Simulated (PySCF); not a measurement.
HOSc, SMILES [OH][Sc]. Atoms are numbered in the order given.

```xyz
3

Sc     0.0000     0.0000     0.5698
O      0.0000     0.0000    -1.2223
H      0.0000     0.0000    -2.1877
```
Charge 0, spin multiplicity 1.

Geometry: PBE-D3(BJ)/def2-TZVP. The spin state was assumed, not searched.

Computed with TDA-PBE/def2-TZVPD (PySCF).

Vertical excitations; the highest root listed may be one member of a degenerate set. Gas-phase values at a fixed geometry. State labels are in the subgroup C2v.

Computed lowest excited states:
```
state  symmetry  energy (eV)  λ (nm)      f                                   main pairs
-----  --------  -----------  ------  -----  -------------------------------------------
S1           A2         0.44    2790  0.000                   HOMO→LUMO (degenerate set)
S2           A1         0.44    2790  0.000                 HOMO→LUMO+1 (degenerate set)
S3           B1         1.21    1022  0.016                 HOMO→LUMO+2 (degenerate set)
S4           B2         1.21    1022  0.016                 HOMO→LUMO+3 (degenerate set)
S5           A1         2.27     546  0.166                             HOMO→LUMO+4 96 %
S6           A1         3.19     388  0.123                             HOMO→LUMO+7 99 %
S7           B2         3.54     351  0.628                 HOMO→LUMO+6 (degenerate set)
S8           B1         3.54     351  0.628                 HOMO→LUMO+5 (degenerate set)
S9           B1         4.79     259  0.000  HOMO−2→LUMO+1, HOMO−1→LUMO (degenerate set)
S10          B2         4.79     259  0.000  HOMO−1→LUMO+1, HOMO−2→LUMO (degenerate set)
T1           B1         0.59    2108      0                 HOMO→LUMO+2 (degenerate set)
T2           B2         0.59    2108      0                 HOMO→LUMO+3 (degenerate set)
T3           A1         0.94    1325      0                            HOMO→LUMO+4 100 %
T4           B1         2.39     519      0                             HOMO→LUMO+5 98 %
```
Triplets are in the Tamm–Dancoff approximation.
